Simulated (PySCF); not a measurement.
## `InChI=1S/C7H5FO2/c8-6-3-1-5(2-4-6)7(9)10/h1-4H,(H,9,10)`

Molfile (atoms numbered from 1):
```
C7H5FO2
     RDKit          3D

 15 15  0  0  0  0  0  0  0  0999 V2000
    2.5370   -1.5179    0.1720 O   0  0  0  0  0  0  0  0  0  0  0  0
    2.0545   -0.4227    0.0259 C   0  0  0  0  0  0  0  0  0  0  0  0
    2.7974    0.6935    0.0126 O   0  0  0  0  0  0  0  0  0  0  0  0
    0.6064   -0.1586   -0.1538 C   0  0  0  0  0  0  0  0  0  0  0  0
   -0.2651   -1.2538   -0.1582 C   0  0  0  0  0  0  0  0  0  0  0  0
   -1.6309   -1.0671   -0.3238 C   0  0  0  0  0  0  0  0  0  0  0  0
   -2.1119    0.2291   -0.4848 C   0  0  0  0  0  0  0  0  0  0  0  0
   -3.4171    0.4161   -0.6440 F   0  0  0  0  0  0  0  0  0  0  0  0
   -1.2672    1.3346   -0.4842 C   0  0  0  0  0  0  0  0  0  0  0  0
    0.0983    1.1354   -0.3175 C   0  0  0  0  0  0  0  0  0  0  0  0
    3.7151    0.4084    0.1365 H   0  0  0  0  0  0  0  0  0  0  0  0
    0.1560   -2.2527   -0.0286 H   0  0  0  0  0  0  0  0  0  0  0  0
   -2.3320   -1.9033   -0.3313 H   0  0  0  0  0  0  0  0  0  0  0  0
   -1.6918    2.3315   -0.6140 H   0  0  0  0  0  0  0  0  0  0  0  0
    0.7820    1.9854   -0.3132 H   0  0  0  0  0  0  0  0  0  0  0  0
  1  2  2  0
  2  3  1  0
  2  4  1  0
  4  5  1  0
  5  6  2  0
  6  7  1  0
  7  8  1  0
  7  9  2  0
  9 10  1  0
 10  4  2  0
  3 11  1  0
  5 12  1  0
  6 13  1  0
  9 14  1  0
 10 15  1  0
M  END
```

The calculation used quadratic response CAM-B3LYP/aug-cc-pVDZ first hyperpolarisability, Taylor convention, gas phase (PySCF 2.14.0). Geometry: PBE0-D3(BJ)/def2-SVP.

Task: Give the tensor of the second harmonic β(−2ω;ω,ω) at 1907 nm in the axes of these coordinates.

Result: In au, Taylor convention; rows are the first index (the induced dipole):
```tsv
	xx	yy	zz	xy	xz	yz
x	-488.8	+53.8	-5.2	+82.6	-60.8	+5.6
y	+82.5	-33.6	-8.3	+51.9	+5.8	+7.1
z	-60.8	+7.3	+2.0	+5.8	-5.1	-8.3
```
Norm of βᵢ = ⅓ Σⱼ (βᵢⱼⱼ + βⱼᵢⱼ + βⱼⱼᵢ): 446.2 au, hyper-Rayleigh value 204.6 au.
